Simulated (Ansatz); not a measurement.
Results of the Gaussian-basis code of Ansatz.

A structure relaxed at PBE0-D4/def2-TZVP, charge 0, multiplicity 1:

```xyz
10

C    -1.199   -0.046    0.723
C     0.231   -0.299    0.366
F     0.662   -1.470    0.931
Si    1.083    0.238   -1.200
Se    1.504    1.240    0.746
H    -1.320    0.030    1.806
H    -1.814   -0.876    0.362
H    -1.553    0.878    0.266
H     0.305    0.970   -2.226
H     2.101   -0.667   -1.774
```

Problem. Give its formula and SMILES.

Solution. C2H5FSeSi, `CC1(F)[SiH2][Se]1`.

Problem. Summarise the bond lengths by kind.

Solution. 1 × C–C 1.496 Å; 3 × C–H 1.090 to 1.094 Å; 1 × C–F 1.370 Å; 1 × C–Si 1.861 Å; 1 × C–Se 2.034 Å; 1 × Se–Si 2.229 Å; 2 × H–Si 1.479 to 1.482 Å.
